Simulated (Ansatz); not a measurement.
Cs₇⁻, relaxed as a singlet with RKS B3LYP/def2-SVPD in Ansatz, starting from the GFN1-xTB geometry. Force threshold 0.02 eV/Å.

In the def2 sets Cs takes a core potential; there is no spin–orbit coupling. The restricted singlet is unstable towards broken spin symmetry in Hartree–Fock (as tested in another run); at B3LYP/def2-SVPD this wasn't settled. Another isomer (singlet) lies 0.14 eV lower at PBE0/def2-TZVPD; other spin states weren't run for this one.

Start:

```xyz
7

Cs   -0.578    0.105   -1.785
Cs    0.451   -0.452   -2.530
Cs   -0.863   -0.729   -1.900
Cs    2.165    1.658    2.552
Cs    1.195   -0.419   -1.148
Cs   -0.452   -2.934    3.966
Cs   -1.917    2.770    0.845
```

Task: Estimate the energy that the relaxation releases and the steps that it takes.

Result: 827.68 eV, in 21 steps; 3.8 min on 4 threads of Arm Neoverse V1 on a shared host. The force fell under the threshold at step 18, but the optimiser went on and released 0.014 eV more. No frequencies were taken in this run, so the end may be a saddle point.

Task: Does the start keep its bonding?

Result: Bonds lost: Cs1–Cs4, Cs1–Cs5, Cs2–Cs7, Cs5–Cs7 (atoms count from 1). Bonds formed: Cs3–Cs6 (atoms count from 1). Metal–metal contacts that move far: Cs2–Cs3 1.48 to 5.88 Å, Cs3–Cs5 2.21 to 6.05 Å, Cs3–Cs7 4.57 to 6.07 Å.

Task: Predict the relaxed structure.

Result: 
| atom | x (Å) | y (Å) | z (Å) |
| --- | --- | --- | --- |
| Cs1 | -2.0907 | 2.4429 | -2.9696 |
| Cs2 | 1.4416 | -0.9548 | -4.9729 |
| Cs3 | -2.4799 | -2.6608 | -0.9366 |
| Cs4 | 2.6030 | 2.2598 | 3.5978 |
| Cs5 | 3.2977 | -0.9978 | -0.2717 |
| Cs6 | -0.4276 | -2.7228 | 3.5268 |
| Cs7 | -2.3442 | 2.6335 | 2.0262 |
Bond lengths (bridged metal pairs left out): 9 × Cs–Cs 4.91 to 5.83 Å.
